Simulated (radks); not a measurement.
Values are calculated unless marked as measured or tabulated.
All-electron atom: the xenon ion Xe48+ in [He] 2s2 2p1 5p1 (not the ground configuration). Code: a radial shooting solver on a logarithmic mesh with Libxc functionals. Model: scalar-relativistic Kohn-Sham, PBE, spin-polarised, spherical densities, point nucleus; open shells are filled with parallel spins first (spin-orbit coupling, left out, can overturn this in heavy ions).

Normalised radial functions P(r) = r R(r), r in bohr:

```
   r/bohr * 2p down (the largest magnitude, 3.18, reaches the edge; | marks zero)
 0.003179 |*
 0.004074 |*
 0.005221 | *
  0.00669 |  *
 0.008573 |    *
  0.01099 |      *
  0.01397 |          *
   0.0179 |               *
  0.02293 |                     *
  0.02939 |                             *
  0.03766 |                                      *
  0.04826 |                                              *
  0.06185 |                                                    *
  0.07862 |                                                      *
   0.1007 |                                                 *
   0.1291 |                                      *
   0.1654 |                        *
    0.212 |           *
   0.2717 |   *
   0.3482 |*
   0.4426 *
   0.5672 *
   0.7268 *
   0.9314 *
    1.193 *
    1.529 *
     1.96 *
```

2p down (empty): eigenvalue -8799.7 eV, 0 radial nodes, <r> = 0.0942 bohr, 90 % of the charge inside 0.152 bohr.
